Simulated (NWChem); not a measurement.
C$_{3}$H$_{5}$FO; SMILES FC1COC1

```xyz
10

F      0.2724     1.7113     0.0000
C     -0.4442     0.5519     0.0000
C     -0.0112    -0.4943     1.0252
O      0.2103    -1.4593     0.0000
C     -0.0112    -0.4943    -1.0252
H     -1.5165     0.8044     0.0000
H     -0.7626    -0.8229     1.7629
H      0.9151    -0.1998     1.5518
H      0.9151    -0.1998    -1.5518
H     -0.7626    -0.8229    -1.7629
```
Atoms are numbered in this order, from 1.

Computed with NWChem. Geometry: optimised at PBE0/def2-SVP. Level: PBE0/def2-SVP with SMD (1 M gas to 1 M solution), gas-phase geometry.

Question: What does the run give for solvent toluene? Quantities: solvation free energy (kcal/mol); cavity-dispersion-structure term (kcal/mol); dipole in solution (D).

Answer: 
```json
{
 "solvation free energy (kcal/mol)": "-3.5",
 "cavity-dispersion-structure term (kcal/mol)": "-1.1",
 "dipole in solution (D)": "1.43"
}
```
